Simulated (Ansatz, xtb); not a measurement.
Species: CAuO (charge +1, singlet). 
Coordinates optimised at B3LYP-D3(BJ)/def2-TZVP (Ansatz, a program for electronic structure):
```
C
O 1 1.1150
Au 1 1.9516 2 180.00
```
Charge +1, spin multiplicity 1.

Harmonic wavenumbers from GFN2-xTB (xtb, at its own minimum), cm⁻¹: 296, 296, 394, 2317.

### Question
Give the harmonic wavenumbers at B3LYP-D3(BJ)/def2-TZVP (Ansatz, finite differences of forces, unscaled).

### Answer
309, 309, 383, 2306 cm⁻¹. Zero-point energy 4.7 kcal/mol.

### Question
From these and the geometry, give the ideal-gas thermochemistry at 298.15 K and 1 atm (rigid rotor, harmonic oscillator).

### Answer
Point group C∞v, rotational symmetry number 1. Rotational constants 2.924, 2.924 GHz. S(trans) 42.13, S(rot) 17.21, S(vib) 3.76, S(elec, spin only) 0.00, S 63.1 cal/(mol K). H(298) - H(0) 2.79 kcal/mol; G - E(el) -11.3 kcal/mol.
